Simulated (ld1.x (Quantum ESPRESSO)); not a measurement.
# Before and after: TM potential for lead

Pb (Z = 82), norm-conserving Troullier–Martins (Kleinman–Bylander form), made with ld1.x (Quantum ESPRESSO) 7.5 (LDA (PZ), scalar-relativistic). Core [Xe] 4f14, reference 5d10 6s2 6p2. Waves: 6s (bound): rc 1.50 bohr; 6p (bound): rc 2.60 bohr; 5d (bound): rc 1.35 bohr. Local part: the d channel. Core correction: none.

All-electron outer shells of the reference configuration (LDA (PZ), scalar-relativistic, ld1.x):

```
shell  level (eV)  outermost node (bohr)  outermost maximum (bohr)
   4f     -133.26                      –                      0.35
   5p      -85.96                   0.49                      0.88
   5d      -21.29                   0.52                      1.07
   6s      -12.32                   1.01                      1.95
   6p       -3.71                   1.18                      2.63
```

Change: wave 6s (bound): rc 1.50 bohr becomes 6s (bound): rc 1.84 bohr.

Cutoffs: the cutoffs (Ry, on a coarse ladder) from which the occupation-weighted sum of valence levels, in a spherical-Bessel basis at the reference potential, stays within 10 and 1 mRy of its value at 400 Ry; they do not see the model core or the augmentation charge, which bear on the density cutoff. Errors are all-electron minus pseudo energies relative to the spin-unpolarised reference configuration.

Question: Predict the effect on cutoff, ghosts and configuration errors.

Answer: The potential gets softer (90 Ry and 160 Ry → 70 Ry and 100 Ry); both files keep a bound ghost (p, s); of the 8 tests that both files solve, the error grows in 3 and shrinks in 3 by more than 15 % and 0.3 meV (median size 5.2 → 9.8 meV). A larger radius leaves more room for a smooth pseudo-wave, so fewer plane waves are needed.

```tsv
quantity	base	changed
cutoff, loose	90 Ry	70 Ry
cutoff, tight	160 Ry	100 Ry
loose cutoff by channel (10 mRy a level)	s 35 Ry, p 6 Ry, d 45 Ry	s 18 Ry, p 6 Ry, d 45 Ry
bound ghosts	s, p	s, p
tests counted (converged, no solver errors)	8 of 9	8 of 9
error for 5d10 6s2 6p1, meV [ΔE 6.83 eV]	-5.0	-4.4
error for 5d10 6s2 6p0, meV [ΔE 20.59 eV]	-16	-11
error for 5d10 6s1 6p0, meV [ΔE 53.47 eV]	-1.8	-8.7
error for 5d10 6s0 6p0, meV [ΔE 96.67 eV]	+76	+11
error for 5d10 6s0 6p4, meV [ΔE 18.03 eV]	+0.4	-21
error for 5d10 6s1 6p2, meV [ΔE 16.43 eV]	-5.8	-11
error for 5d10 6s2 6p2 (spin-polarised), meV [ΔE -0.45 eV]	+5.4	+5.6
error for 5d10 6s2 6p1 (spin-polarised), meV [ΔE 6.69 eV]	-2.4	-1.7
s: phases at 2.86 bohr within 0.05 rad from the reference energy up to (Ry; the scan ends near 5)	2.3	2.1
p: phases at 2.86 bohr within 0.05 rad from the reference energy up to (Ry; the scan ends near 5)	4.1	4.1
d: phases at 2.86 bohr within 0.05 rad from the reference energy up to (Ry; the scan ends near 5)	to the end of the scan	to the end of the scan
```

Base: Tests not counted: 5d9 6s2 6p3 (solver errors, printed error -1316 eV). Changed file: Tests not counted: 5d9 6s2 6p3 (solver errors, printed error -1309 eV). These tests converged, but a pseudo level misses the all-electron one widely, so the file describes the atom poorly there or has found another state: 5d10 6s1 6p0: empty 6p by 3.2 eV. A true bound ghost makes a file unfit for plane-wave use even where its test errors are small: the radial tests pick states by their node count and pass the ghost by. Where a test does run into it, the solver fails or the error is huge.
